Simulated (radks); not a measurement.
Values are calculated unless marked as measured or tabulated.
Species: La+. Configuration: [Xe] 5d1 6s1 (not the ground configuration).

Level of theory: Dirac Kohn-Sham, LDA (Slater exchange, Perdew-Zunger correlation), spin-unpolarised, spherical densities, finite nucleus; open shells fill j = l - 1/2 first; Fermi nuclear charge, rms radius 4.855 fm (a radial shooting solver on a logarithmic mesh with Libxc functionals).

Energy parts (eV):
total: -231038.10
kinetic: 247165.57
electron-nucleus: -561919.45
Hartree: 89082.97
exchange-correlation: -5367.19

Orbitals (lengths in bohr, moments of r in powers of bohr; <r^-3> diverges for s and p1/2):
orbital  occ.  eigenvalue (eV)  <r^-3>      <r>      <r^2>   <1/r>
1s1/2       2        -38681.10       -  0.02509  0.0008551   61.96
2s1/2       2        -6161.394       -   0.1071    0.01358   14.58
2p1/2       2        -5814.210       -  0.08994   0.009968   14.57
2p3/2       4        -5401.623    6676  0.09604    0.01123   13.24
3s1/2       2        -1322.051       -   0.2853    0.09311   5.245
3p1/2       2        -1175.287       -   0.2749    0.08786   5.162
3p3/2       4        -1094.918    1334   0.2870    0.09552   4.832
3d3/2       4        -836.7200   217.9   0.2579    0.07856   4.698
3d5/2       6        -819.5056   198.8   0.2617    0.08074   4.614
4s1/2       2        -271.3153       -   0.6546     0.4837   2.174
4p1/2       2        -217.3026       -   0.6748     0.5182   2.071
4p3/2       4        -200.0737   286.7   0.7022     0.5608   1.962
4d3/2       4        -111.3452   38.57   0.7625     0.6748   1.742
4d5/2       6        -108.3565   34.88   0.7723     0.6920   1.716
5s1/2       2         -44.8517       -    1.554      2.713  0.8580
5p1/2       2         -30.0697       -    1.744      3.446  0.7571
5p3/2       4         -27.4980   42.44    1.826      3.776  0.7182
5d3/2       1          -8.7853   2.820    2.750      8.864  0.4723
5d5/2       0          -8.5713   2.514    2.797      9.166  0.4638
6s1/2       1          -8.5837       -    4.011      18.00  0.3158

The highest occupied level is 6s1/2 at -8.584 eV. The electron density at the nucleus is 3.503e+05 e/bohr^3.
